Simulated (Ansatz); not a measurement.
```yaml
crystal:
  periodic: [false, false, false]
  atoms:
    - {symbol: Ta, position_ang: [0.000117, -0.000193, 0.059930]}
    - {symbol: O, position_ang: [0.003062, -0.006742, 1.807435]}
    - {symbol: F, position_ang: [1.873858, 0.013370, -0.470018]}
    - {symbol: F, position_ang: [-0.012619, 1.876395, -0.459871]}
    - {symbol: F, position_ang: [-1.875425, -0.009946, -0.463699]}
    - {symbol: F, position_ang: [0.011007, -1.872885, -0.473786]}
basis:
  gaussian: {orbitals: def2-TZVPD}
total_charge: -1
magnetization: {spin_polarized: true, initial_magnetization: 2}
hamiltonian: {xc: {name: revPBE0}, dispersion: d3bjatm}
scf: {omitted_lower_state_checks: [starts]}
output: {forces: true}
```

```sh
$ ansatz run in.yaml --threads 4 --pin off --events-out ev --progress --plain --max-ram 3916MiB
```

Shortened log:

```
Functional definition: revPBE0
1407 factors; their error is unknown
mean field evaluation 1: about -14460.0839 eV, gradient 4.7e1 eV
mean field evaluation 2: about -14289.0947 eV, gradient 1.8e2 eV
mean field evaluation 4: about -14462.1772 eV, gradient 5.0e1 eV
mean field evaluation 8: about -14471.8087 eV, gradient 2.9e0 eV
mean field evaluation 16: about -14471.8992 eV, gradient 9.0e-3 eV
mean field evaluation 32: about -14471.9061 eV, gradient 1.8e-5 eV
mean field -14471.90605836 eV, -531.8327382343 hartree, gradient 4.4e-8 eV, S^2 2.004265; 0 other end points of the search recorded, 0 dependent functions left out
reference -14471.90611465 eV, -531.8327403031 hartree; 30, 28 occupied and 213, 215 virtual orbitals, 1407 factors
Total energy: -14472.11244177 eV, -531.8403226849 hartree
Atom 0 at     0.000117    -0.000193     0.059930 Å, force    -0.010924     0.023485    -6.372031 eV/Å
Atom 1 at     0.003062    -0.006742     1.807435 Å, force     0.013089    -0.028952     7.749126 eV/Å
Atom 2 at     1.873858     0.013370    -0.470018 Å, force     0.868167     0.000167    -0.345836 eV/Å
Atom 3 at    -0.012619     1.876395    -0.459871 Å, force    -0.012643     0.869912    -0.341001 eV/Å
Atom 4 at    -1.875425    -0.009946    -0.463699 Å, force    -0.869308     0.002675    -0.342825 eV/Å
Atom 5 at     0.011007    -1.872885    -0.473786 Å, force     0.011617    -0.867287    -0.347433 eV/Å
Dipole moment:     0.000668    -0.001361     0.379075 e Å
Checks for a lower state left out: starts
```

It took 36 s on 4 threads of Arm Neoverse V2 on a shared host, peak host memory 1.2 GiB.

In the def2 sets Ta takes a core potential; there is no spin–orbit coupling.

The dipole of an ion depends on the origin.
